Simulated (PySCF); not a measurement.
Compound: [NbO3(OH)]2- (charge -2 and singlet state).
Bonds: Nb1–O2, Nb1–O3, Nb1–O4, Nb1–O5. Hydrogens: H6 on O5.

Method used: PBE0-D3(BJ)/def2-SVP geometry optimisation, gas phase, def2 core potentials past Kr (PySCF).

Task: Give the optimised bond lengths and angles.

Result: 
```tsv
bond	length (pm)
Nb1–O2, Nb1–O3, Nb1–O4	181.0
Nb1–O5	206.6
O5–H6	96.4
```

Bonds in one row agree within 1 pm and their mean is given. A selection of angles:
```tsv
angle	degrees
O2–Nb1–O3	112.6
O2–Nb1–O5	108.1
O3–Nb1–O4	110.5
O3–Nb1–O5	106.3
Nb1–O5–H6	103.6
```

Torsions: H6–O5–Nb1–O2 179° (antiperiplanar).

The Nb–O distances run from 1.807 Å (Nb1–O2) to 2.066 Å (Nb1–O5), a spread of 0.259 Å. Nb1 (niobium bonded to 4 O) is tetrahedral (angles from 106.3° to 112.6°).

Point group: Cs (tolerance 0.08 Å). No frequency check. Whether so highly charged an anion holds all its electrons in the gas phase wasn't checked; a finite basis holds them in any case. The ion is multiply charged and computed without counter-ions or solvent. The geometry's basis has no diffuse functions, a weakness for an anion.

Hardware: Arm Neoverse V1, one thread (shared host). Cost: 29 s. This is the geometry optimisation.
